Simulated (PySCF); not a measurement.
The numbers are results of PySCF 2.14.0 with B3LYP-D3(BJ)/def2-TZVP // PBE-D3(BJ)/def2-SVP, not measurements. Isolated molecules, 0 K electronic values unless said otherwise. One relaxed conformer stands for a flexible species; it need not be the lowest. B3LYP has the VWN-RPA correlation part, as in Gaussian. 

Reference species: [Zn(CH3)2] (neutral, multiplicity 1).

```yaml
HOMO: -6.95 eV
charge on the central atom (meta-Löwdin): 1.04 e
coordination_number: 2
charge on the central atom (Mulliken): 0.39 e
```

After one change: the HOMO rises by 0.46 eV; the charge on the central atom (meta-Löwdin) rises by 0.03 e; the coordination number stays essentially unchanged; the charge on the central atom (Mulliken) rises by 0.03 e.

**Question.** Name the change that produced these shifts. The new species is one of these.
A. [Zn(CH3)(SH)]
B. [Zn(CH3)(Cl)]
C. [Zn(CH3)(NH2)]
D. [Zn(CH3)(OCH3)]

**Answer.** C, [Zn(CH3)(NH2)]
